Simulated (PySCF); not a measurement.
Calculated NMR parameters of o-phenylenediamine

* Formula: C6H8N2
* SMILES: Nc1ccccc1N
* Point group of the computed structure: C2
* Degrees of unsaturation: 4
* Carbon signals: 3
* Proton signals: 3

Numbering as in the mapped SMILES `[NH2:1][c:2]1[cH:3][cH:4][cH:5][cH:6][c:7]1[NH2:8]`; H(Xn) means a hydrogen on atom n.

[PySCF: geometry: GFN2-xTB; shieldings: GIAO PBE0/pcSseg-1; in vacuum; averaged over atoms made equivalent by symmetry, fast rotation or ring inversion; single conformer; no relativistic terms]

Shifts are taken against calculated references (same method and geometry level): TMS for ¹H (σ = 31.72 ppm), ¹³C (σ = 186.93 ppm); ¹⁵N (σ = 267.73 ppm) against NH3.

```tsv
carbon	δC, type	δH (multiplicity)	HMBC from (2–3 bonds)	span of the C tensor (ppm)
C2/C7	138.9, C	–	H(C4)/H(C5), H(C3)/H(C6)	181
C3/C6	119.5, CH	6.84 (m)	H(C4)/H(C5)	183
C4/C5	124.5, CH	6.94 (m)	H(C4)/H(C5), H(C3)/H(C6)	218
```

Other nuclei:
| atoms | nucleus | environment | δ (ppm) | σ (ppm) |
| --- | --- | --- | --- | --- |
| H(N1)/H(N8) | ¹H | hydrogen on an aniline-type nitrogen | 2.93 | 28.78 |
| N1/N8 | ¹⁵N | aniline-type nitrogen | 68.8 | 199.0 |

1. Carbon types of the structure: 2 × C, 4 × CH, leaving 4 H on heteroatoms.
2. δC 138.9: aromatic carbon bearing nitrogen; an ipso carbon deshielded by its heteroatom.
3. δC 124.5, 119.5: aromatic CH.
4. δH 6.94, 6.84: hydrogen on an aromatic CH; π donation from the O or N substituent shields it against benzene.
5. δH 2.93: hydrogen on an aniline-type nitrogen; labile proton, position sensitive to the medium.

The OH or NH signal is concentration- and solvent-dependent in practice; the value given is the gas-phase one. Shifts are as computed. Against solution values, carbons near 30 ppm lie about +3 ppm off and those near 130 ppm about +5 ppm. Of 1211 compounds with measured shifts, 218 miss one by over three times the rms of a fit or turn the order of signals round; such compounds aren't used in these exercises. Experimental scales use liquid or dissolved standards, which lie at an offset from isolated NH3 (liquid NH3: subtract about 20 ppm). Multiplicities follow the n + 1 count of equivalent neighbours, as no J values were calculated; m marks all less simple cases, F and P coupling included.
